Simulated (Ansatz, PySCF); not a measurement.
Molecule: CsF, charge 0, multiplicity 1. 
Structure (B3LYP-D3(BJ)/def2-TZVP (Ansatz, a quantum-chemistry and plane-wave program) minimum search):
SMILES: [F][Cs]
```xyz
2

Cs     0.0000     0.0000    -0.3380
F      0.0000     0.0000     2.0659
```
Charge 0, spin multiplicity 1.

Total electronic energies in hartree. Valence correlation only, unless marked. No spin-orbit coupling. Frozen are the shells of the preceding noble gas and the d and f shells that filled before the atom's block. The outer core of K, Ca and their heavier congeners is not correlated, a term that matters for these elements. In def2 rows, elements after Kr have scalar-relativistic effective core potentials. CBS(X,Y): correlation extrapolated as X^-3; Hartree-Fock from the larger set. [CCSD(T)-MP2]/basis is that difference in the basis named.

| level | program | energy (Eh) |
|---|---|---|
| HF/def2-SVPD | Ansatz | -119.26297 |
| HF-D3(BJ)/def2-TZVPD | PySCF + dftd3 | -119.38725 |
| RI-HF/def2-TZVPPD | Ansatz | -119.38521 |
| BLYP-D4/def2-TZVPD | Ansatz + dftd4 | -120.06564 |
| revPBE-D3(BJ)/def2-TZVPD | Ansatz + dftd3 | -120.09985 |
| BP86/def2-TZVPD | PySCF | -120.14788 |
| M06-L-D4/def2-TZVPD | PySCF + dftd4 | -120.07777 |
| r2SCAN-D4/def2-TZVPD | Ansatz + dftd4 | -120.06920 |
| B3LYP/def2-TZVPD | Ansatz | -120.10879 |
| BHLYP-D3(BJ)/def2-TZVPD | Ansatz + dftd3 | -120.00172 |
| HSE06/def2-TZVPD | Ansatz | -119.99644 |
| CAM-B3LYP-D3(BJ)/def2-TZVPD | Ansatz + dftd3 | -120.05097 |
| wB97X/def2-TZVPD | Ansatz | -120.08365 |
| B2GP-PLYP-D3(BJ)/def2-TZVPD | Ansatz + dftd3 | -119.89681 |
| B2GP-PLYP-D4/def2-TZVPD | Ansatz + dftd4 | -119.89620 |
| B2PLYP-D4/def2-TZVPD | Ansatz + dftd4 | -119.93624 |
| MP2/def2-SVP | Ansatz | -119.44620 |
| MP2/def2-TZVPPD | Ansatz | -119.66599 |
| SCS-MP2/def2-SVPD | Ansatz | -119.47370 |
| CCSD(T)/def2-TZVPP | Ansatz | -119.66049 |
| RI-MP2/CBS(def2-TZVPP,def2-QZVPP)+[CCSD(T)-MP2]/def2-SVP | Ansatz | -119.7167 |
| RI-MP2/CBS(def2-TZVPPD,def2-QZVPPD)+[CCSD(T)-MP2]/def2-SVPD | Ansatz | -119.7158 |
| CCSD(T)/CBS(def2-TZVPPD,def2-QZVPPD) | Ansatz | -119.7156 |

Totals of different functionals don't rank their quality; only differences between species are comparable.
